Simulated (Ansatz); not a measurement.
System: sum formula H9Si4O, net charge 0, doublet state. It need not be the lowest isomer of its formula. 
Coordinates optimised at B3LYP-D3(BJ)/def2-TZVP (Ansatz, a quantum-chemistry and plane-wave program):
SMILES: [O][Si]([SiH3])([SiH3])[SiH3]
```xyz
14

O     -0.6380    -0.5312    -1.7821
Si     0.0356     0.0162    -0.4344
Si    -1.6127    -1.2085     0.8358
Si     2.1402    -0.8663     0.1742
Si    -0.2718     2.2975     0.0946
H     -1.3247    -0.9528     2.2705
H     -1.4692    -2.6458     0.5327
H     -2.9528    -0.6999     0.4837
H      2.4471    -0.4440     1.5634
H      2.1172    -2.3457     0.1028
H      3.1950    -0.3436    -0.7278
H     -1.7022     2.6640    -0.0233
H      0.5334     3.1473    -0.8157
H      0.1828     2.5259     1.4887
```
Charge 0, spin multiplicity 2.

Wanted: atomisation energy (electronic, to ground-state atoms); the coupled-cluster value holds the core correlation from cc-pwCVTZ, in eV. Correlated levels leave the core frozen unless marked. Open shells are spin-unrestricted. Spin-orbit coupling is left out. No relativistic terms. CBS(X,Y): correlation extrapolated as X^-3; Hartree-Fock from the larger set.

Level to compare with: CCSD(T)/CBS(cc-pV(T+d)Z,cc-pV(Q+d)Z) plus the core term (Ansatz), 42.51 eV. It is a level with limits of its own, and the differences hold the functionals' basis error too.

**Question.** Rank these functionals by how close they come to CCSD(T)/CBS(cc-pV(T+d)Z,cc-pV(Q+d)Z), closest first: HSE06/def2-TZVPD (Ansatz); r2SCAN/def2-TZVPD (Ansatz); revPBE/def2-TZVPD (Ansatz).

**Answer.** r2SCAN/def2-TZVPD (meta-GGA, 42.59 eV, difference 0.08), HSE06/def2-TZVPD (screened hybrid, 41.65 eV, difference -0.86), revPBE/def2-TZVPD (GGA, 40.79 eV, difference -1.72)
